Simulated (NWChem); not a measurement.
System: HfN2H4S; SMILES [NH2][Hf](=[S])[NH2]

Here is an NWChem input.

```
start job
memory heap 200 mb stack 900 mb global 1100 mb
geometry units angstroms noautoz
  Hf     0.000000     0.000000     0.142485
  S      0.000000     0.000000    -2.102310
  N      0.000000    -1.820256     1.068484
  H      0.000000    -2.017166     2.068496
  H      0.000000    -2.717398     0.583227
  N      0.000000     1.820256     1.068484
  H      0.000000     2.017166     2.068496
  H      0.000000     2.717398     0.583227
end
basis spherical
  * library def2-svp
end
ecp
  Hf library def2-ecp
end
dft
  xc xpbe96 cpbe96
  iterations 150
  vectors input atomic output neutral.movecs
end
task dft energy
charge 1
dft
  odft
  mult 2
  vectors input atomic output cation.movecs
end
task dft energy
```

Structure relaxed at the PBE0/def2-SVP level. Not confirmed as a minimum by frequencies. def2 effective core potentials on Hf; no spin-orbit coupling.

Ions are spin-unrestricted doublets at the neutral geometry; other ion states weren't tried.

Q: What results follow from this input? (PBE/def2-SVP with def2 effective core potentials on Hf, vertical spin-unrestricted ions.) Quantities: −ε(HOMO) (eV).

A: 
- −ε(HOMO) (eV) = 5.15
